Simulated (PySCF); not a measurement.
These are PBE-D3(BJ)/def2-TZVP // TPSS-D3(BJ)/def2-SVP (PySCF) values and carry that method's errors. Isolated molecules, 0 K electronic values unless said otherwise. 

Reference species: [Ti(Br)2(H)2] (neutral, multiplicity 1).

```json
{
 "coordination_number": "4",
 "HOMO": "-7.62 eV",
 "HOMO–LUMO gap": "3.11 eV"
}
```

Changed species: [Ti(H)4] (4 of 4 Br replaced by H; the reference has 2 of 4 Br replaced by H).

Task: Give the shifts of the coordination number, HOMO and HOMO–LUMO gap.

Result: the coordination number is nearly the same; the HOMO rises by 0.19 eV, to -7.43 eV; the HOMO–LUMO gap stays essentially unchanged.
